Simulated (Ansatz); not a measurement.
Harmonic frequencies (cm⁻¹) at PBE0-D4/def2-TZVP from Ansatz: 85, 180, 244, 418, 536, 784, 886, 969, 1022, 1105, 1127, 1134, 1244, 1261, 1315, 1388, 1413, 1431, 1447, 1507, 1508, 3054, 3062, 3066, 3100, 3118, 3120.

Each molecule was computed in one conformer, which needn't be the lowest.

Task: Which molecule is it?
A. `CC(F)CF`
B. `CC(C)(F)F`
C. `FCCCF`
D. `FC(F)(F)CC(F)(F)F`

Result: C.
